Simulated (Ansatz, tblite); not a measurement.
Forces on [closo-1-(SiH3)B5H4]2- (SiB₅H₇²⁻) at its PBE-D4/def2-SVPD geometry. Total charge -2; singlet.

The xTB rows come from tblite. A multiply charged anion in the gas phase is held together partly by the finite basis. At PBE-D4/def2-TZVPD the highest occupied level of the charge -2 singlet lies above zero (up to 4.08 eV). The electron is either unbound and held by the finite basis, or the level is raised by self-interaction error.

GFN2-xTB (tblite), largest force 2.42 eV/Å:

```xyz
13
positions Å, forces eV/Å
B    -0.122    0.738    1.229   -0.270    0.386   -0.574
B    -1.303    0.590   -0.151    0.479    0.482    0.303
B     0.126   -0.307   -0.074   -0.131    0.325    0.076
B    -0.850    2.080    0.505    0.892   -2.183   -0.529
B     0.339    1.329   -0.432   -0.566    0.011    0.483
Si    0.844   -2.059   -0.501   -0.698    1.664    0.417
H     0.159    0.566    2.418    0.053   -0.020    0.256
H    -2.406    0.242   -0.581   -0.241   -0.056   -0.087
H     2.332   -2.359   -0.185    0.258   -0.318   -0.055
H     0.810   -2.545   -1.973    0.131   -0.333   -0.208
H     0.215   -3.310    0.163    0.058   -0.408   -0.003
H    -1.304    3.187    0.774   -0.132    0.322    0.078
H     1.161    1.849   -1.191    0.167    0.129   -0.157
```

PBE-D4/def2-TZVPD (Ansatz), largest force 0.24 eV/Å:

```
B -0.004 0.012 -0.003
B 0.002 0.011 0.003
B -0.071 0.178 0.041
B 0.051 -0.126 -0.030
B -0.008 0.006 0.006
Si -0.014 -0.015 0.011
H -0.054 0.030 -0.236
H 0.220 0.065 0.084
H -0.108 0.025 -0.037
H 0.018 0.042 0.105
H 0.042 0.092 -0.041
H 0.087 -0.213 -0.052
H -0.161 -0.106 0.149
```
